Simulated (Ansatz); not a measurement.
Cost and result for the atomization energy of `CB([SiH3])CCl` (13 atoms, 12 bonds).

```xyz
13

C    -0.101   -1.125    1.230
B    -0.029   -0.188   -0.020
Si   -0.299    1.810    0.128
C     0.196   -0.811   -1.443
Cl    1.961   -0.479   -1.171
H    -1.170   -1.276    1.441
H     0.334   -2.116    1.068
H     0.326   -0.693    2.138
H    -1.726    2.083    0.479
H     0.535    2.419    1.203
H    -0.014    2.527   -1.148
H    -0.097   -0.265   -2.335
H     0.084   -1.886   -1.570
```

Charge 0, multiplicity 1. The structure was optimised at the PBE0-D4/def2-TZVP level. It is one conformer, not always the lowest. Program: Ansatz. All runs use 4 threads of an Arm Neoverse N1 on a shared host. Times are those of one run each, without the atoms' runs, and a repeat can differ threefold. Electronic energies, without spin–orbit coupling; frozen cores. CCSD(T)/CBS adds CCSD(T) − MP2 in def2-TZVPP to the MP2 limit, and its time is that of the two runs behind it. T1 = 0.012. B3LYP takes the VWN-RPA correlation (the form of Gaussian; ORCA's B3LYP/G).

CCSD(T)/CBS is a level of theory with its own doubt, some kJ/mol a heavy atom from the limit and from the frozen cores, so smaller differences don't rank the functionals.

```tsv
level	functions	wall time	atomization (kJ/mol)	difference from CCSD(T)/CBS	per bond
PBE-D4/def2-TZVPP (with forces)	289	5.5 s	4581.0	68.4	5.7
PBE0-D4/def2-TZVPP	289	7 s	4543.2	30.6	2.5
r2SCAN-D4/def2-TZVPP (with forces)	289	11 s	4547.5	34.9	2.9
B3LYP-D4/def2-TZVPP (with forces)	289	12 s	4524.8	12.2	1.0
B2PLYP/def2-TZVPP	289	13 s	4468.2	-44.4	-3.7
ωB97X-V/def2-TZVPP	289	17 s	4538.8	26.2	2.2
ωB97M-V/def2-TZVPP (with forces)	289	25 s	4538.5	25.9	2.2
MP2/def2-QZVPP	551	52 s	4506.2	-6.4	-0.5
CCSD(T)/def2-TZVPP	289	6.4 min	4412.8	-99.8	-8.3
CCSD(T)/CBS(def2)	–	7.3 min	4512.6	0.0	0.0
```

In def2-TZVPP, CCSD(T) changes the Hartree–Fock value by +967.0 kJ/mol (the triples alone add +55.0 kJ/mol) and MP2 by +1001.9 kJ/mol; breaking electron pairs costs correlation energy, which Hartree–Fock lacks. From PBE to PBE0 (25 % exact exchange), in def2-TZVPP and without D4, the atomization energy moves by −33.4 kJ/mol: exact exchange takes away binding that semilocal exchange gives to molecules. The D4 term adds +48.4 kJ/mol with B3LYP and +25.7 kJ/mol with PBE0; it sums over pairs of atoms, weighted by their polarisabilities, and B3LYP, whose exchange is more repulsive, gets the larger term.
